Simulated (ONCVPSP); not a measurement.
cadmium: excitation energies, all-electron against ONCV

```
Element                 : cadmium (Cd)
Generator               : ONCVPSP 4.0.1
Type                    : optimised norm-conserving Vanderbilt (ONCV)
Functional              : PBEsol
Relativity              : scalar-relativistic
Frozen core             : [Ar] 3d10
Valence charge          : 20
Reference configuration : 4s2 4p6 4d10 5s1.5 5p0.5
Partial waves           : 4s+5s: rc 1.25 bohr, ncon 5, nbas 9, qcut 8.2 1/bohr, 2 projectors; 4p+5p: rc 1.95 bohr, ncon 3, nbas 7, qcut 7.1 1/bohr, 2 projectors; 4d: rc 1.85 bohr, ncon 5, nbas 9, qcut 8.5 1/bohr, 3 projectors, debl 1.1 Ha
Local potential         : polynomial inside 0.85 bohr (lpopt 4, dvloc0 -1 Ha)
Core correction         : none
```

Energies are relative to the spin-unpolarised reference configuration 4s2 4p6 4d10 5s1.5 5p0.5; without spin polarisation the order of configurations can differ from experiment.

```
valence configuration  charge  ΔE all-electron (eV)  error AE − PS (meV)
 4s2 4p6 4d10 5s2 5p0       0                -2.322                 +0.3
 4s2 4p6 4d10 5s0 5p0      +2                24.084                 -3.1
 4s2 4p6 4d10 5s0 5p1      +1                12.836                 -1.2
```

What are ΔE and the potential's error for 4s2 4p6 4d10 5s1 5p0?

ΔE = 6.988 eV all-electron; the error (AE − PS) is -1.0 meV.

Levels in the configuration 4s2 4p6 4d10 5s0 5p0:

```tsv
level	all-electron (eV)	pseudo (eV)
4s	-124.712	-124.736
4p	-85.825	-85.845
4d	-30.439	-30.445
```

Note: ghosts flagged at negative energy: p at -275.3 eV; GHOST(+) flagged for s at 299.6 eV. A true bound ghost makes a file unfit for plane-wave use.
